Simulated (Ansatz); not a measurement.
Geometry optimisation, UKS B3LYP/STO-3G (Ansatz 0.2.0).

Input:

```yaml
crystal:
  periodic: [false, false, false]
  atoms:
    - { symbol: B, position_ang: [-1.9735, -1.6486, 0.3324] }
    - { symbol: Si, position_ang: [-0.136, -2.0291, 0.2179] }
    - { symbol: C, position_ang: [0.8875, -1.2257, 1.3968] }
    - { symbol: B, position_ang: [0.9375, -0.2351, 0.1759] }
    - { symbol: C, position_ang: [1.2537, 1.1023, -0.5577] }
    - { symbol: Si, position_ang: [-0.3032, 2.0897, -0.9113] }
    - { symbol: H, position_ang: [-2.5213, -1.2041, -0.6553] }
    - { symbol: H, position_ang: [-2.4009, -1.1811, 1.3415] }
    - { symbol: H, position_ang: [0.4163, -2.7988, -0.8532] }
    - { symbol: H, position_ang: [1.9178, -1.6958, 1.5719] }
    - { symbol: H, position_ang: [0.391, -0.8323, 2.3292] }
    - { symbol: H, position_ang: [1.8022, 0.8934, -1.4707] }
    - { symbol: H, position_ang: [1.8611, 1.7328, 0.1081] }
    - { symbol: H, position_ang: [-1.2036, 1.2888, -1.766] }
    - { symbol: H, position_ang: [0.0499, 3.3164, -1.5797] }
    - { symbol: H, position_ang: [-1.0012, 2.4045, 0.3647] }
magnetization:
  spin_polarized: true
basis:
  gaussian: { orbitals: STO-3G }
hamiltonian:
  xc: b3lyp
relax:
  f_tol: 0.02
  max_steps: 50
```

Run as:

```bash
$ ansatz run input.yaml --threads 1 --pin off --max-ram 2048MiB --backend cpu --events-out ev --progress --plain --runs-dir out
```

Q: Where does it end, and by what steps?

A: The forces met the threshold. Limits of this set-up: minimal basis. After 17 steps the energy has fallen by 1.510 eV; H7 moved furthest, 1.57 Å.

| step | energy less start (eV) | largest force component (eV/Å) | accepted |
| --- | --- | --- | --- |
| 0 | 0.0000 | 4.436 | yes |
| 1 | -1.0315 | 1.405 | yes |
| 2 | -1.2467 | 0.810 | yes |
| 3 | -1.3438 | 0.451 | yes |
| 4 | -1.4038 | 0.181 | yes |
| 5 | -1.4460 | 0.145 | yes |
| 6 | -1.4705 | 0.314 | yes |
| 7 | -1.4762 | 0.431 | yes |
| 8 | -1.4844 | 0.453 | yes |
| 9 | -1.4282 | 0.633 | no |
| 10 | -1.5019 | 0.194 | yes |
| 11 | -1.5046 | 0.095 | yes |
| 12 | -1.5078 | 0.052 | yes |
| 13 | -1.5092 | 0.039 | yes |
| 14 | -1.5098 | 0.035 | yes |
| 15 | -1.5101 | 0.029 | yes |
| 16 | -1.5093 | 0.130 | no |
| 17 | -1.5103 | 0.011 | yes |

```xyz
16
Properties=species:S:1:pos:R:3
B -2.047 -1.946 0.088
Si -0.147 -1.951 0.068
C 0.761 -0.925 1.381
B 0.775 -0.250 -0.012
C 1.247 1.010 -0.758
Si -0.088 2.354 -0.590
H -2.676 -2.757 -0.477
H -2.634 -1.089 0.630
H 0.612 -3.086 -0.408
H 1.713 -1.301 1.776
H 0.159 -0.476 2.180
H 1.403 0.850 -1.836
H 2.174 1.427 -0.333
H -1.317 1.919 -1.211
H 0.379 3.550 -1.252
H -0.336 2.648 0.801
```

Whether the end is a true minimum wasn't checked by a vibrational analysis.

The run took 2.6 min on 1 CPU thread of a shared host.
